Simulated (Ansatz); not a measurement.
Input for Ansatz (a quantum-chemistry and plane-wave program): U-r2SCAN/def2-TZVPP on HITe (SMILES [TeH]I), a point of a bond scan (R = 5.451 Å). Elements past Kr take the def2 small-core potentials; no spin–orbit coupling.

Ansatz 0.2 input:
```yaml
crystal:
  periodic: [false, false, false]
  atoms:
    - {symbol: Te, position_ang: [0.44277999, 0.90828797, 0.91299334]}
    - {symbol: H, position_ang: [0.69536625, 2.07817325, -0.24428522]}
    - {symbol: I, position_ang: [-1.33787153, -2.76901051, -2.69530912]}
basis:
  gaussian:
    orbitals: def2-TZVPP
hamiltonian:
  xc: {name: r2SCAN}
magnetization: {spin_polarized: true, initial_magnetization: 0}
```

Program output:

```
WARN ansatz: RAYON_NUM_THREADS=1 ignored (pool sized by the plan → 1); use --threads N
Functional definition: r2SCAN
integrals: 0.03 GiB planned
812 factors; their error is unknown
mean field: 0.35 GiB planned
mean field evaluation 1: about -15408.9921 eV, gradient 1.5e1 eV
mean field evaluation 2: about -15323.6572 eV, gradient 6.7e1 eV
mean field evaluation 4: about -15404.4885 eV, gradient 2.0e1 eV
mean field evaluation 8: about -15414.2764 eV, gradient 4.3e-2 eV
mean field evaluation 16: about -15415.0504 eV, gradient 3.3e-1 eV
mean field evaluation 32: about -15415.0992 eV, gradient 8.5e-3 eV
mean field evaluation 64: about -15415.0983 eV, gradient 6.1e-2 eV
mean field evaluation 96: about -15415.0992 eV, gradient 4.0e-4 eV
mean field evaluation 128: about -15415.0503 eV, gradient 2.3e-1 eV
mean field evaluation 160: about -15415.0824 eV, gradient 2.1e-1 eV
mean field evaluation 192: about -15414.9179 eV, gradient 1.1e0 eV
mean field evaluation 224: about -15414.5056 eV, gradient 7.6e0 eV
mean field evaluation 256: about -15415.0988 eV, gradient 2.2e-1 eV
mean field evaluation 288: about -15415.0647 eV, gradient 3.0e-2 eV
mean field evaluation 320: about -15415.0848 eV, gradient 3.3e-2 eV
mean field evaluation 352: about -15415.0988 eV, gradient 3.9e-2 eV
mean field -15415.09924644 eV, -566.4944485770 hartree, gradient 8.3e-6 eV, S^2 1.009520; 18 other end points of the search recorded, 0 dependent functions left out
reference -15415.09926202 eV, -566.4944491497 hartree; 25, 25 occupied and 89, 89 virtual orbitals, 812 factors
Total energy: -15415.09926202 eV, -566.4944491497 hartree
```

The run converged. Its determinant has ⟨S²⟩ = 1.01, a mixture of spin states.

Cost: roughly 4 core-minutes.
